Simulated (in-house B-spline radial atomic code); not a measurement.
## Ionising Tl¹⁶⁺ with different functionals

Computed with an all-electron radial atomic-structure program (B-spline basis): scalar-relativistic (spin-free X2C) Hamiltonian, Fermi nucleus of rms radius 5.4759 fm, spin-polarised at highest spin, spherical fractional occupations for the functionals. The ionisation energy is the difference of two self-consistent energies, [Kr] 4d10 4f14 5s2 5p3 → [Kr] 4d10 4f14 5s2 5p2, without Breit or QED terms; ε is the level of the shell that loses the electron (its least bound occupied spin orbital). There is no spin-orbit coupling in this Hamiltonian.

Hybrids are left out here: with spherical fractional occupations of an open shell their exact exchange keeps a self-interaction that integer-occupation calculations don't have.

| method | rung | ΔSCF (eV) | -ε(5p) (eV) |
| --- | --- | --- | --- |
| LDA exchange-only | LDA | ? | ? |
| LDA VWN5 | LDA | 390.95 | 378.54 |
| PW91 | GGA | 390.66 | 378.32 |
| PBE | GGA | 390.45 | 378.14 |
| r2SCAN | meta-GGA | 391.92 | 379.88 |
| SCAN | meta-GGA | ? | ? |

(1) What does LDA exchange-only give?

(2) What does SCAN give?

(3) How do they compare with the NIST value?

Results:

(1) ΔSCF 389.17 eV, and -ε(5p) = 376.79 eV.

(2) ΔSCF 391.65 eV, and -ε(5p) = 379.85 eV.

(3) NIST lists 392 eV ± 20 (tabulated theory, ground level to ground level). Errors run from -2.83 to -0.08 eV; all lie within about twice that uncertainty, so the table can't rank the methods.
